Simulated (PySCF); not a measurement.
**Assigning NMR signals**

Numbering as in the mapped SMILES `[SiH3:1][C:2]#[C:3][SiH2:4][CH:5]([Cl:6])[Cl:7]`. Each H is labelled by its parent atom.

- GIAO PBE0/pcSseg-1 shieldings
- coordinates at the GFN2-xTB level
- code: PySCF 2.14
- non-relativistic Hamiltonian, single conformer, fast rotation and ring inversion assumed for equivalent nuclei, gas phase

Scale: 13C (σ = 186.93 ppm) and 1H (σ = 31.72 ppm) against TMS (reference shieldings calculated alike).

Question: Assign these signals to the numbered atoms. 13C{1H} NMR (computed): δ 117.0 (C), 113.8 (C), 72.3 (CH).

Answer: 
117.0 → C2, alkyne carbon
113.8 → C3, alkyne carbon
72.3 → C5, sp3 CH bonded to 2 Cl and Si: 2 electronegative neighbours deshield it

Question: Assign these signals to the numbered atoms. 1H NMR (400 MHz, computed): δ 5.67 (t, 1H), 4.48 (d, 2H), 4.25 (s, 3H).

Answer: 
5.67 → H(C5), hydrogen on an sp3 CH bonded to 2 Cl and Si: its carbon carries Cl, hence the downfield position
4.48 → H(Si4), hydrogen on a silicon bonded to 2 C
4.25 → H(Si1), hydrogen on a silicon bonded to C

Carbons that carry Cl, above all several Cl atoms, come out too deshielded, partly because spin–orbit coupling is missing. Shifts are as computed. Against solution values, carbons near 30 ppm lie about +3 ppm off and those near 130 ppm about +5 ppm; carbons on Cl a further +6 ppm. Of 1211 compounds with measured shifts, 218 miss one by over three times the rms of a fit or turn the order of signals round; such compounds aren't used in these exercises. No couplings were computed; multiplicities are counted from neighbouring protons, with m where these are inequivalent, close in shift, in a saturated or five-membered ring or joined by F or P, and br s for small geminal =CH2 splittings.
